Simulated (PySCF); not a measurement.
C4H14GeOSi, SMILES [CH3][Ge]([CH3])([O][SiH2]C)[CH3], GFN2-xTB optimised geometry. Atoms within 1.6 Å of the plane z = 0.6 Å (x, y, z in Å): Si1 (0.65, 0.91, 0.00), C2 (2.55, 0.91, 0.00), O3 (0.19, 0.17, 1.35), C6 (-1.43, -2.34, 1.46), C7 (-2.74, 0.68, 1.86), H8 (0.12, 2.28, 0.00), H10 (2.95, 1.42, 0.87), H11 (2.92, 1.42, -0.88), H12 (2.95, -0.10, -0.01), H16 (-1.66, -2.28, 0.40), H17 (-2.25, -2.86, 1.96), H18 (-0.52, -2.92, 1.58), H19 (-2.95, 0.71, 0.80), H21 (-2.52, 1.69, 2.20).

Calculation: CAM-B3LYP/def2-SVP in PySCF 2.14.0.

Map of the electrostatic potential (hartree/e), clipped to [-0.08, 0.12] on the plane z = 0.6 Å:

```
|.............................|
|.............................|
|.............    ............|
|...........       ...........|
|...........        ..........|
|..........    .   ...........|
|..........   .-:.............|
|........... .-%#-:::..::.....|
|.............=@@@#+--=+=:....|
|....::::...:-*@@@@@**@@@+:...|
|...:-*#=:::-+@@@@@@@@@@@%:...|
|...:#@@@=---#@@@@@@@@@@@*....|
|..:-@@@@+--=#@@@@@@@@@@@=....|
|..:-#@@@+===*@@@@@@@@@@%-....|
|..::-*#+==+++@@@@@@++%@%-....|
|..:::---=+**==*%#+-::+%#-....|
|...::::-=+**=:.......:==:....|
|..::::::-=+=-:      ..:::....|
|..:::::-=++=-:      .........|
|..:::::-%@@%=:.    ..........|
|....:::=@@@@*:...............|
|.....::=@@@@*-:..............|
|......:-*@@%=-:..............|
|.......::==-::::.............|
|..........:.:::..............|
|.............................|
|.............................|
|.............................|
|.............................|
```
Scale: ten equal steps from -0.023 (start of ' ') to 0.120 (end of '@'), in the order ' .:-=+*#%@'; x runs from -5.00 to 5.00, y from -5.00 (bottom) to 5.00 (top).
